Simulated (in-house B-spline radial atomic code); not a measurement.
**Ionising the iridium ion Ir⁷⁰⁺ with different functionals**

Computed with an all-electron radial atomic-structure program (B-spline basis): scalar-relativistic (spin-free X2C) Hamiltonian, Fermi nucleus of rms radius 5.4032 fm, spin-polarised at highest spin, spherical fractional occupations for the functionals, the average over the highest-spin determinants for Hartree-Fock. The ionisation energy is the difference of two self-consistent energies, [He] 2s2 2p3 → [He] 2s2 2p2, without Breit or QED terms; ε is the level of the shell that loses the electron (its least bound occupied spin orbital). There is no spin-orbit coupling in this Hamiltonian.

Hybrids are left out here: with spherical fractional occupations of an open shell their exact exchange keeps a self-interaction that integer-occupation calculations don't have.

```tsv
method	rung	ΔSCF (eV)	-ε(2p) (eV)
Hartree-Fock	Hartree-Fock	?	?
LDA VWN5	LDA	?	?
SCAN	meta-GGA	18742.8	18567.1
revTPSS	meta-GGA	18723.9	18545.0
```

(1) What does LDA VWN5 give?

(2) What does Hartree-Fock give?

(3) How do they compare with the NIST value?

Answers

(1) ΔSCF 18715.6 eV, and -ε(2p) = 18535.7 eV.

(2) ΔSCF 18725.9 eV, and -ε(2p) = 18727.6 eV.

(3) NIST lists 18120 eV ± 60 (tabulated theory, ground level to ground level). Errors run from +595.6 to +622.8 eV. The correlated functionals all miss on the same side by more than they spread, so the cause is common to them (spin-orbit coupling, Breit-QED terms, multiplet and fine-structure energies, or a listed next ion that isn't the cheapest removal here) and closeness doesn't rank the functionals. Hartree-Fock also lacks correlation.
